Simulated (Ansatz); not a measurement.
Consider the cleavage of the Ge–Ga bond: `C[O][GeH2][GaH2]` + H₂S → `C[O][GeH2][SH]` + `[GaH3]`.

Isolated molecules relaxed with PBE0-D4/def2-TZVP in Ansatz; ΔE leaves out vibrations. CBS: MP2 limit from def2 TZ/QZ plus the TZ coupled-cluster correction, frozen cores. This one scheme is used for every species. Functionals use def2-TZVPP. B3LYP here is the variant with VWN-RPA as its local correlation; programs differ in this. For Ga, Ge outer-core shells are correlated without core-valence functions, which leaves a few kJ/mol of doubt a bond. Scalar relativity is left out up to krypton. Each species was taken in one conformer, which may not be the lowest.

CCSD(T)/CBS gives -22.1 kJ/mol.

Another level gave -25.7 kJ/mol. Which?
A. r2SCAN/def2-TZVPP
B. MP2/def2-TZVPP
C. B3LYP/def2-TZVPP
D. HF/def2-TZVPP

A. r2SCAN -25.7, HF/def2-TZVPP -34.5, B3LYP -21.0, MP2/def2-TZVPP -29.8 kJ/mol.

Largest T1 diagnostic among the species: 0.013.

In def2-TZVPP, CCSD(T) changes the Hartree–Fock value by +10.7 kJ/mol (the triples alone add −0.7 kJ/mol) and MP2 by +4.6 kJ/mol. From PBE to PBE0 (25 % exact exchange), in def2-TZVPP and without D4, ΔE moves by −3.6 kJ/mol.

CCSD(T)/CBS has its own doubt, a few kJ/mol and more with outer-core shells, so smaller differences from it don't rank the levels.
